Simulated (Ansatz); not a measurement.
The lowest singlet and triplet of H4Si2 (SMILES [SiH][SiH3]); geometries from B3LYP-D3(BJ)/def2-TZVP, each state relaxed from the structure named, with no frequency check.
Singlet (charge 0, multiplicity 1):
```tsv
atom	x (Å)	y (Å)	z (Å)
Si	1.2119	-0.5179	-0.1456
Si	-1.0145	0.3396	0.0882
H	1.7319	0.8246	0.3530
H	-1.2445	0.7393	1.5043
H	-2.0816	-0.6203	-0.2913
H	-1.1695	1.5521	-0.7624
```

A positive gap puts the triplet lower; no zero-point energy. R- takes a restricted singlet. U- takes an unrestricted singlet (broken symmetry where lower, unprojected). The triplet is unrestricted in single-reference levels. Active spaces average the two states.

Correlated levels freeze the cores.

Run with Ansatz (Gaussian orbitals). Values without a source in brackets are computed.

```tsv
level	gap E(singlet) − E(triplet), vertical, at the singlet's geometry (kJ/mol)
U-HF/cc-pV(T+d)Z (spin-contaminated)	-49.0
R-PBE/def2-TZVPP	-80.3
U-B3LYP/def2-TZVPP	-95.6
U-wB97X-V/def2-TZVPP	-100.9
R-SCS-MP2/cc-pV(D+d)Z	-90.0
U-SCS-MP2/cc-pV(D+d)Z (spin-contaminated)	[?]
U-CCSD/cc-pV(D+d)Z (spin-contaminated)	[?]
SC-NEVPT2 on SA-CASSCF(2,2)/cc-pV(T+d)Z	-100.1
FIC-MRCISD+Q on SA-CASSCF(2,2)/cc-pV(T+d)Z	-95.3
```

Task: Some entries are withheld; supply them.

Result: 
- U-SCS-MP2/cc-pV(D+d)Z (spin-contaminated), gap E(singlet) − E(triplet), vertical, at the singlet's geometry (kJ/mol): -72.5
- U-CCSD/cc-pV(D+d)Z (spin-contaminated), gap E(singlet) − E(triplet), vertical, at the singlet's geometry (kJ/mol): -87.4

Doubts at one or more of the structures used: a restricted determinant that unrestricted orbitals would lower (R-SCS-MP2/cc-pV(D+d)Z); T1 above 0.05 (U-CCSD/cc-pV(D+d)Z (spin-contaminated)).

Ansatz is an electronic-structure program.
